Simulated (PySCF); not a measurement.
trans-(1R,2R)-1-chloro-2-fluorocyclobutane (C4H6ClF), SMILES F[C@@H]1CC[C@H]1Cl.

Geometry optimised at B3LYP-D3(BJ)/def2-SVP.

Calculation: PySCF with HF/def2-TZVP.

Isolated molecule, no solvent.

Computed frontier levels, gap, dipole moment and polarisability:
```yaml
highest_occupied_level: -11.70 eV
lowest_empty_level: 3.61 eV
orbital_gap: 15.32 eV
dipole_moment: 2.72 D
quadrupole, principal values (traceless, Buckingham form, about the centre of nuclear charge): -7.41, 1.47, 5.94 D·Å
mean_static_polarisability: 55.2 bohr³ (8.18 Å³)
polarisability_principal_values: 47.3, 51.3, 66.9 bohr³
```
